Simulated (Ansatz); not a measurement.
Start from `CC[SiH](O)[SiH3]` and change one atom or group to get `CC[SiH](N)[SiH3]`.

Ansatz, PBE0-D4/def2-TZVP geometries, multiplicity 1. Each molecule was computed in one conformer, which needn't be the lowest.

```csv
property,`CC[SiH](O)[SiH3]`
size of the dipole moment (ωB97M-V/def2-TZVPP) / D,1.81
size of the dipole moment (PBE/def2-TZVPP) / D,1.81
LUMO energy (B3LYP/def2-TZVPP) / eV,-0.32
HOMO–LUMO gap (PBE/def2-TZVPP) / eV,5.50
HOMO energy (B3LYP/def2-TZVPP) / eV,-7.47
LUMO energy (PBE/def2-TZVPP) / eV,-0.96
```

Question: What does the change do to each property? (Best estimate.)

Answer: The calculation gave: 
| property | `CC[SiH](N)[SiH3]` | shift |
| --- | --- | --- |
| size of the dipole moment (ωB97M-V/def2-TZVPP) / D | 1.37 | -0.44 |
| size of the dipole moment (PBE/def2-TZVPP) / D | 1.40 | -0.41 |
| LUMO energy (B3LYP/def2-TZVPP) / eV | -0.07 | 0.25 |
| HOMO–LUMO gap (PBE/def2-TZVPP) / eV | 5.19 | -0.31 |
| HOMO energy (B3LYP/def2-TZVPP) / eV | -7.04 | 0.43 |
| LUMO energy (PBE/def2-TZVPP) / eV | -0.69 | 0.27 |

With PBE0 the HOMO rises by 0.42 eV and the LUMO rises by 0.24 eV, so the gap narrows by about 0.18 eV. PBE moves the HOMO by 0.58 eV and ωB97M-V by 0.22 eV. Dipoles are sizes alone; their direction can turn.

B3LYP here is the variant with VWN-RPA as its local correlation; programs differ in this.
